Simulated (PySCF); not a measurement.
# A survey of ¹⁵N NMR shifts

Theory: σ from GIAO-PBE0/pcSseg-1, geometry from GFN2-xTB, in PySCF (no solvent model, one conformer, non-relativistic Hamiltonian, rapidly exchanging positions averaged).

Shieldings were converted by a linear fit to measured shifts: ¹⁵N (scatter 6.3 ppm rms vs CH3NO2, solution or neat liquid). Occasional misses reach two or three times the rms, and more in compound classes unlike the fitted ones.

Question: Give the ¹⁵N shifts of `ClC[SiH2]c1ccncn1`, `C=CCCN[SiH3]`, `CCC/C(=N/[SiH3])[C@H](C)O`, `CC#C[Si@@]1(C#N)C[SiH2][SiH2]1`.

Answer: 
| compound | environment | δ (ppm) |
| --- | --- | --- |
| [Cl:1][CH2:2][SiH2:3][c:4]1[cH:5][cH:6][n:7][cH:8][n:9]1 | N9: pyridine-type ring nitrogen | -73.4 |
| [Cl:1][CH2:2][SiH2:3][c:4]1[cH:5][cH:6][n:7][cH:8][n:9]1 | N7: pyridine-type ring nitrogen | -86.8 |
| C=CCCN[SiH3] | nitrogen bonded to C, Si, H | -375.9 |
| CCC/C(=N/[SiH3])[C@H](C)O | imine nitrogen | -74.8 |
| CC#C[Si@@]1(C#N)C[SiH2][SiH2]1 | nitrile nitrogen | -60.6 |
